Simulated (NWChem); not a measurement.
Molecule: C₂H₈OSi; SMILES CCO[SiH3]

```xyz
12

Si     0.0380     1.6444    -0.0016
O      0.4396     0.0300     0.0012
C     -0.5005    -1.0184     0.0008
C      0.2229    -2.3446     0.0013
H     -0.7653     1.9972    -1.2157
H     -0.7682     2.0009     1.2095
H      1.3187     2.4008    -0.0011
H     -1.1589    -0.9456     0.8891
H     -1.1580    -0.9458    -0.8883
H      0.8614    -2.4338     0.8927
H     -0.4941    -3.1795    -0.0007
H      0.8647    -2.4325    -0.8879
```
Atoms are numbered in this order, from 1.

Coordinates come from a PBE0/def2-SVP optimisation.

**Question.** Give the principal values of the shielding tensors (ppm) of Si1, O2, C3, C4 from BHandHLYP/pcSseg-1, GIAO (NWChem), with their diamagnetic and paramagnetic parts as GIAO splits them.

**Answer.** 
| atom | σ11 | σ22 | σ33 | isotropic | diamagnetic | paramagnetic |
|---|---|---|---|---|---|---|
| Si1 | 352.3 | 356.8 | 477.7 | 395.6 | 878.7 | -483.1 |
| O2 | 294.3 | 321.6 | 335.0 | 317.0 | 398.8 | -81.8 |
| C3 | 94.9 | 106.6 | 165.5 | 122.3 | 245.4 | -123.1 |
| C4 | 146.3 | 162.1 | 182.3 | 163.5 | 247.2 | -83.6 |
